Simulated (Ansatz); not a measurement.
System: sum formula FeOFH, net charge 0, quintet state. The spin state was set by rule; other spins were not relaxed. 
Structure (B3LYP-D3(BJ)/def2-TZVP (Ansatz, a program for electronic structure) minimum search):
```xyz
4

Fe     0.0098     0.0069    -0.0118
F      1.1358     0.9823    -0.9668
O     -1.1322    -1.0074     0.8995
H     -1.4195    -0.9617     1.8124
```
Charge 0, spin multiplicity 5.

Dipole moments at this geometry, in debye (magnitudes). The program attaches cautions to the r2SCAN0/def2-TZVPD run: asymmetric forces.

| level | program | dipole (D) |
|---|---|---|
| revPBE/def2-TZVPD | Ansatz | 2.07 |
| B97M-V/def2-TZVPD | Ansatz | 2.04 |
| B3LYP/def2-TZVPD | Ansatz | 2.06 |
| PBE0/def2-TZVPD | Ansatz | 2.02 |
| BHLYP/def2-TZVPD | Ansatz | 2.00 |
| r2SCAN0/def2-TZVPD | Ansatz | 2.02 |
| CAM-B3LYP/def2-TZVPD | Ansatz | 2.05 |
| LC-wPBE/def2-TZVPD | Ansatz | 2.04 |
| wB97M-V/def2-TZVPD | Ansatz | 2.00 |
| CCSD(T)/def2-SVPD | Ansatz | 1.92 |
